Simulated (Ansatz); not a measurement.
`F[Si](F)([SeH])[SeH]` + fluoromethane → `C[SeH]` + `F[Si](F)(F)[SeH]`  (formal exchange of groups at the Se–Si bond)

Gas-phase electronic energies from Ansatz, PBE0-D4/def2-TZVP geometries. CBS: MP2 limit from def2 TZ/QZ plus the TZ coupled-cluster correction, frozen cores. This one scheme is used for every species. DFT in def2-TZVPP. For Se outer-core shells are correlated without core-valence functions, which leaves a few kJ/mol of doubt a bond. Scalar relativity is left out up to krypton. One conformer a species, not always the lowest.

```
 level  ΔE (kJ/mol)
   PBE       -117.6
revPBE       -117.0
```

Problem. What does CCSD(T)/CBS give? (An estimate is asked.)

Solution. Ansatz gave: -133.9 kJ/mol. The listed levels differ from it by 16.3, 16.9 kJ/mol.

Largest T1 diagnostic among the species: 0.011.

From PBE to PBE0 (25 % exact exchange), in def2-TZVPP and without D4, ΔE moves by −5.4 kJ/mol. At CCSD(T), def2-SVP lies +19.0 kJ/mol from the extrapolated value and def2-TZVPP −3.8 kJ/mol.
